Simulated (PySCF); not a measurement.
A survey of 19F NMR shifts

[PySCF 2.14.0 with density-fitted response routines: PBE0/pcSseg-1 with gauge-including orbitals; coordinates at the GFN2-xTB level; one conformer; averaged over atoms made equivalent by symmetry, fast rotation or ring inversion; non-relativistic Hamiltonian; isolated molecule]

Shieldings were converted by a linear fit to measured shifts: 19F: δ = 146.13 − 0.903σ +14.6 on sp3 carbon (rms 6.0 ppm, 223 shifts, 7.0 ppm with the 5 outliers that the fit left out vs CFCl3, solution or neat liquid). A few per cent of atoms miss by over 2 rms, more outside the fitted compound classes.

Task: Match the shifts -42.4, -151.0, -183.8, -219.5, -231.8 ppm to `CC(C)[SiH2][C@@H](F)C=O`, `C[C@@H](F)[C@@H]1CC[Si@H]1O`, `C/C=C1/[SiH2][C@@H](N(C)C)[C@@H]1F`, `C[SiH2]C1=CSC[SiH2][C@@H]1F`, `FC(F)(F)SCS[SiH2][SiH2][SiH3]`.

Result: -42.4: FC(F)(F)SCS[SiH2][SiH2][SiH3] (fluorine of an SCF3 group); -151.0: C/C=C1/[SiH2][C@@H](N(C)C)[C@@H]1F (fluorine on an sp3 carbon); -183.8: C[C@@H](F)[C@@H]1CC[Si@H]1O (fluorine on an sp3 carbon); -219.5: C[SiH2]C1=CSC[SiH2][C@@H]1F (fluorine on an sp3 carbon); -231.8: CC(C)[SiH2][C@@H](F)C=O (fluorine on an sp3 carbon).
